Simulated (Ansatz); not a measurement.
# Heat of formation of AlClF2 (SMILES [F][Al]([F])[Cl]) from total energies

AlClF2 has 4 atoms, charge 0, and is taken as a singlet. SMILES: `[F][Al]([F])[Cl]`. The shape is that of a PBE0-D4/def2-TZVP optimisation.

Total energies at SVWN5/def2-SVPD (Ansatz 0.2.0); the atoms run unrestricted:

```
species    state  energy (Eh)
 AlClF2  singlet  -898.388661
      F  doublet   -98.991156
     Al  doublet  -241.224265
     Cl  doublet  -458.496980
```

Harmonic wavenumbers at PBE0-D4/def2-TZVP, in cm⁻¹: 184, 234, 263, 511, 834, 953.

Measured heats of formation of the gaseous atoms at 298.15 K, in kJ/mol: F 79.4, Al 329.7, Cl 121.3. Spin-orbit lowering of the atoms at 298 K (mean of the ground term's levels less their thermal mean, from spectra), in kJ/mol: F 1.29, Al 0.17, Cl 3.44. Take 1 Eh = 2625.50 kJ/mol, 1 cm⁻¹ = 0.0119627 kJ/mol, RT = 2.479 kJ/mol.

Task: What heat of formation follows?

Result: 
1. Electronic atomisation energy: 2 × (-98.991156) + (-241.224265) + (-458.496980) − (-898.388661) = 0.685104 Eh = 1798.7 kJ/mol.
2. Zero-point energy: half the sum of the wavenumbers, 1489.5 cm⁻¹ = 17.8 kJ/mol.
3. Thermal vibrational enthalpy, Σ hcν̃/(exp(hcν̃/kT) − 1): 5.0 kJ/mol. Translation, rotation and pV of a non-linear molecule: 4 RT = 9.9 kJ/mol.
4. The 4 free atoms carry 5/2 RT each: 24.8 kJ/mol.
5. Spin-orbit coupling lowers the free atoms by 2 × 1.29 + 0.17 + 3.44 = 6.2 kJ/mol.
6. Atomisation enthalpy at 298 K: 1798.7 − 6.2 − 17.8 − 5.0 − 9.9 + 24.8 = 1784.6 kJ/mol.
7. Sum of the atoms' heats of formation: 609.8 kJ/mol. Heat of formation: 609.8 − 1784.6 = -1174.8 kJ/mol.

The tabulated value is -999.1 kJ/mol (NIST-JANAF tables), so this level is off by -175.7 kJ/mol, or 10.9 % of the atomisation enthalpy that the table implies (1608.9 kJ/mol). The LDA overbinds, which puts heats of formation too low. Anharmonicity and any spin-orbit splitting of the molecule are left out.
